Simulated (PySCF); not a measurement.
**A survey of $^{31}$P NMR shifts**

[PySCF: GFN2-xTB structure; σ from GIAO-PBE0/pcSseg-1; relativity neglected; averaged over atoms made equivalent by symmetry, fast rotation or ring inversion; no solvent; one conformer]

Shieldings were converted by a linear fit to measured shifts: $^{31}$P: δ = 270.09 − 0.828σ (rms 18.1 ppm, 64 shifts vs H3PO4, solution or neat liquid). Occasional misses reach two or three times the rms, and more in compound classes unlike the fitted ones.

Q: Give the $^{31}$P shifts of `CCCC#C[Si@@H](C)P`.

A: 
| compound | environment | δ (ppm) |
| --- | --- | --- |
| CCCC#C[Si@@H](C)P | phosphorus bonded to Si, 2 H | -220.1 |

Q: Order these by $^{31}$P shift, lowest first.
A. C=CP1CC[SiH2]CC1
B. C#P
C. CC(C)CP=C=C[SiH3]
D. C/C([SiH3])=P/C1CCC1
E. N#Cc1pcccp1
F. CC1=C(C)CP([SiH3])C1

A: F (-91.7 ppm, phosphorus bonded to 2 C, Si, in a 5-membered ring), A (-39.4 ppm, phosphorus bonded to 3 C, in a 6-membered ring), B (7.6 ppm, phosphorus bonded to C), C (38.8 ppm, phosphorus bonded to 2 C), E (264.2 ppm, phosphorus bonded to 2 C, in a 6-membered ring), D (343.0 ppm, phosphorus bonded to 2 C).
